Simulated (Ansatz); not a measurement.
Reaction (formal exchange of groups at the Sn–Si bond): `[CH3][SnH]([F])[SiH2]F` + `CCl` → `[CH3][SnH]([F])[CH2]Cl` + `F[SiH3]`

Computed with Ansatz on PBE0-D4/def2-TZVP structures; ΔE is electronic, products minus reactants. CCSD(T)/CBS adds triple-zeta CCSD(T) − MP2 to the extrapolated MP2 energy (def2 sets, frozen cores). This one scheme is used for every species. DFT in def2-TZVPP. B3LYP here is the variant with VWN-RPA as its local correlation; programs differ in this. def2 core potentials past Kr. For Sn outer-core shells are correlated without core-valence functions, which leaves a few kJ/mol of doubt a bond. One conformer a species, not always the lowest.

| level | ΔE (kcal/mol) | difference from CCSD(T)/CBS |
| --- | --- | --- |
| PBE | 10.7 | 4.2 |
| r2SCAN | 9.1 | 2.6 |
| B3LYP | 9.4 | 2.9 |
| HF/def2-TZVPP | 7.7 | 1.2 |
| SCS-MP2/def2-TZVPP | 5.0 | -1.5 |
| CCSD/def2-TZVPP | 6.4 | -0.1 |
| HF/def2-QZVPP | 7.7 | 1.2 |
| SCS-MP2/def2-QZVPP | 5.3 | -1.2 |
| MP2/CBS(def2) | 5.4 | -1.1 |
| CCSD/CBS(def2) | 6.9 | 0.4 |
| CCSD(T)/CBS | 6.5 | 0 |

Largest T1 diagnostic among the species: 0.013.

In def2-TZVPP, CCSD(T) changes the Hartree–Fock value by −1.7 kcal/mol (the triples alone add −0.4 kcal/mol) and MP2 by −2.8 kcal/mol.
